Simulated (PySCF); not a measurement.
# Spin-rotation constants: `InChI=1S/CH6FSi2/c2-4-1-3/h4H,1H2,3H3/q-1`, charge -1

Molfile (atoms numbered from 1):
```
CH6FSi2
     RDKit          3D

 10  9  0  0  0  0  0  0  0  0999 V2000
   -2.8331   -0.3174    0.7595 F   0  0  0  0  0  0  0  0  0  0  0  0
   -1.4200    0.5420    0.2478 Si  0  0  0  0  0  3  0  0  0  0  0  0
   -0.0893   -0.8458    0.2974 C   0  0  0  0  0  0  0  0  0  0  0  0
    1.1994    0.5021    0.4168 Si  0  0  0  0  0  4  0  0  0  0  0  0
   -1.8006    0.4798   -1.2154 H   0  0  0  0  0  0  0  0  0  0  0  0
    0.0392   -1.5162   -0.5575 H   0  0  0  0  0  0  0  0  0  0  0  0
   -0.1009   -1.4587    1.2017 H   0  0  0  0  0  0  0  0  0  0  0  0
    2.6140   -0.0431    0.3203 H   0  0  0  0  0  0  0  0  0  0  0  0
    1.2205    1.1940    1.7099 H   0  0  0  0  0  0  0  0  0  0  0  0
    1.1798    1.4681   -0.6879 H   0  0  0  0  0  0  0  0  0  0  0  0
  1  2  1  0
  2  3  1  0
  3  4  1  0
  2  5  1  0
  3  6  1  0
  3  7  1  0
  4  8  1  0
  4  9  1  0
  4 10  1  0
M  CHG  1   2  -1
M  END
```

Method used: GIAO wB97X-D/def2-TZVP magnetisability, rotational g tensor and spin-rotation constants, non-relativistic, gas phase (PySCF). Geometry: GFN2-xTB.

For an ion the centre-of-mass motion in the field is neglected.

Question: Give the nuclear spin-rotation constants along the inertial axes (H = +C I·J) beside the isotropic shieldings.

Answer: Rotational constants 12.8768, 2.1128, 1.9491 GHz. A star marks the isotopologue with that one atom substituted, in its own axes.
```tsv
atom	isotope	Caa (kHz)	Cbb (kHz)	Ccc (kHz)	mean (kHz)	σ (ppm)
F1	19F	6.099	0.584	1.481	2.721	388.7
H5	1H	-0.676	-0.107	0.150	-0.211	25.4
H6	1H	-1.159	-0.116	-0.009	-0.428	30.8
H7	1H	-1.391	-0.057	-0.084	-0.510	32.2
H8	1H	0.371	-0.077	-0.126	0.056	27.2
H9	1H	-0.968	-0.116	0.099	-0.328	27.3
H10	1H	-0.997	-0.019	-0.039	-0.352	28.6
Si2	29Si*	-9.395	-1.549	-1.512	-4.152	259.2
C3	13C*	1.326	0.253	0.229	0.603	190.8
Si4	29Si*	-6.982	-1.058	-1.010	-3.017	443.6
```
For the geometry as given, no vibrational averaging.
